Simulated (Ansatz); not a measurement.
Relaxation of Be₄Se₃⁺ with UKS B3LYP-D4/def2-SVP.

```sh
$ ansatz run in.yaml --threads 4 --pin off --events-out ev --progress --plain --max-ram 4787MiB
```

```yaml
crystal:
  periodic: [false, false, false]
  atoms:
    - {symbol: Be, position_ang: [1.452190, -1.566010, -0.129580]}
    - {symbol: Be, position_ang: [-2.210160, 0.944590, 0.091370]}
    - {symbol: Be, position_ang: [-2.121860, -1.111030, -0.064920]}
    - {symbol: Be, position_ang: [1.321630, 1.671850, 0.112300]}
    - {symbol: Se, position_ang: [-0.424480, -2.235700, -0.164700]}
    - {symbol: Se, position_ang: [-0.602720, 2.193670, 0.171780]}
    - {symbol: Se, position_ang: [2.585400, 0.102640, -0.016250]}
basis:
  gaussian: {orbitals: def2-SVP}
total_charge: 1
magnetization: {spin_polarized: true, initial_magnetization: 1}
hamiltonian: {xc: {name: B3LYP}, dispersion: d4}
scf: {lower_state_search: "off"}
output: {orbitals: {seedname: orbitals}}
relax: {f_tol: 0.02, max_steps: 100}
```

Run time 67 s (4 threads of Arm Neoverse V1 on a shared host), peak host memory 0.71 GiB.

Positions (Å) and forces (eV/Å) at steps 1, 2, 3, 4, 5, 6, 7, 8, 9, 10, 11 of 11:

```xyz
7
step=1 energy=-197628.3985 eV
Be    1.452   -1.566   -0.130   -0.138    1.102    0.175
Be   -2.210    0.945    0.091    0.602    0.245    0.014
Be   -2.122   -1.111   -0.065    0.633   -0.206   -0.017
Be    1.322    1.672    0.112   -0.072   -1.106    0.010
Se   -0.424   -2.236   -0.165   -0.983   -1.131   -0.117
Se   -0.603    2.194    0.172   -1.036    1.053    0.051
Se    2.585    0.103   -0.016    0.994    0.042   -0.116
7
step=2 energy=-197629.3224 eV
Be    1.338   -1.437   -0.102   -0.600    0.586    0.165
Be   -2.105    0.971    0.091    0.352   -0.153    0.017
Be   -2.014   -1.130   -0.068    0.341    0.170    0.043
Be    1.219    1.533    0.120   -0.562   -0.638    0.077
Se   -0.458   -2.430   -0.185    0.046   -0.684   -0.145
Se   -0.650    2.384    0.181    0.001    0.700   -0.041
Se    2.670    0.108   -0.038    0.422    0.018   -0.115
7
step=3 energy=-197629.7185 eV
Be    1.201   -1.310   -0.053   -0.339   -0.143   -0.046
Be   -1.988    0.969    0.104    0.263   -0.109    0.032
Be   -1.898   -1.122   -0.054    0.245    0.114    0.048
Be    1.092    1.391    0.150   -0.351    0.122   -0.022
Se   -0.451   -2.568   -0.232    0.343   -0.024   -0.041
Se   -0.653    2.529    0.155    0.341    0.064   -0.038
Se    2.697    0.112   -0.071   -0.502   -0.025    0.066
7
step=4 energy=-197629.9272 eV
Be    1.114   -1.366   -0.082   -0.320   -0.162   -0.037
Be   -1.810    0.943    0.193    0.122    0.073    0.017
Be   -1.739   -1.107    0.038    0.143   -0.044    0.011
Be    1.007    1.452    0.133   -0.333    0.140   -0.019
Se   -0.452   -2.665   -0.359    0.187   -0.115   -0.010
Se   -0.661    2.646    0.043    0.177    0.110    0.013
Se    2.540    0.098    0.035    0.023   -0.002    0.026
7
step=5 energy=-197630.0092 eV
Be    1.014   -1.433   -0.109   -0.048   -0.075   -0.063
Be   -1.635    0.960    0.231    0.063    0.116   -0.048
Be   -1.549   -1.107    0.076    0.054   -0.132   -0.076
Be    0.903    1.511    0.111   -0.068    0.065   -0.045
Se   -0.450   -2.813   -0.418   -0.032    0.216    0.126
Se   -0.672    2.796    0.009   -0.010   -0.192    0.083
Se    2.390    0.086    0.100    0.040    0.001    0.023
7
step=6 energy=-197630.0215 eV
Be    1.023   -1.437   -0.131   -0.068   -0.029    0.016
Be   -1.638    0.967    0.144   -0.054   -0.193   -0.010
Be   -1.558   -1.101   -0.014   -0.050    0.197    0.025
Be    0.899    1.510    0.093   -0.048    0.028    0.018
Se   -0.451   -2.825   -0.288    0.096   -0.088   -0.024
Se   -0.671    2.795    0.137    0.073    0.092   -0.007
Se    2.396    0.092    0.058    0.051   -0.006   -0.018
7
step=7 energy=-197630.0242 eV
Be    1.017   -1.435   -0.127   -0.018   -0.019    0.010
Be   -1.639    0.961    0.136   -0.019   -0.049   -0.006
Be   -1.555   -1.093   -0.020   -0.026    0.045    0.000
Be    0.896    1.509    0.097   -0.013    0.015    0.013
Se   -0.448   -2.830   -0.281    0.041   -0.022   -0.002
Se   -0.669    2.797    0.145    0.031    0.032    0.002
Se    2.398    0.091    0.049    0.004   -0.001   -0.017
7
step=8 energy=-197630.0253 eV
Be    1.014   -1.437   -0.118    0.015    0.005    0.002
Be   -1.640    0.959    0.110    0.009    0.054   -0.002
Be   -1.558   -1.089   -0.044    0.011   -0.053   -0.010
Be    0.896    1.512    0.106    0.014   -0.002    0.001
Se   -0.443   -2.839   -0.252   -0.014    0.030    0.010
Se   -0.666    2.801    0.175   -0.009   -0.035    0.005
Se    2.398    0.093    0.022   -0.026    0.001   -0.005
7
step=9 energy=-197630.0249 eV rejected
Be    1.025   -1.436   -0.114   -0.038    0.000   -0.001
Be   -1.656    0.962    0.094    0.015   -0.046   -0.006
Be   -1.577   -1.092   -0.062    0.021    0.051    0.004
Be    0.907    1.512    0.110   -0.034    0.000   -0.001
Se   -0.442   -2.831   -0.230    0.018   -0.026   -0.001
Se   -0.664    2.790    0.195    0.018    0.022    0.004
Se    2.407    0.095    0.006    0.000    0.000    0.000
7
step=10 energy=-197630.0257 eV
Be    1.014   -1.437   -0.115    0.005    0.002    0.000
Be   -1.641    0.961    0.100    0.000    0.009   -0.002
Be   -1.559   -1.090   -0.055    0.000   -0.008   -0.003
Be    0.897    1.512    0.109    0.003    0.001   -0.001
Se   -0.443   -2.839   -0.239    0.000    0.005    0.004
Se   -0.666    2.800    0.188    0.002   -0.009    0.004
Se    2.398    0.094    0.013   -0.009   -0.001   -0.001
7
step=11 energy=-197630.0258 eV
Be    1.014   -1.437   -0.113    0.002    0.002   -0.001
Be   -1.642    0.962    0.084    0.006    0.010    0.000
Be   -1.561   -1.089   -0.071    0.005   -0.009   -0.002
Be    0.898    1.512    0.110    0.000    0.000   -0.001
Se   -0.442   -2.841   -0.219   -0.005    0.008    0.002
Se   -0.665    2.798    0.208   -0.004   -0.008    0.001
Se    2.398    0.095   -0.001   -0.005   -0.001    0.001
```

Another isomer (doublet) lies 1.80 eV lower at PBE0-D4/def2-TZVP; other spin states weren't run for this one.
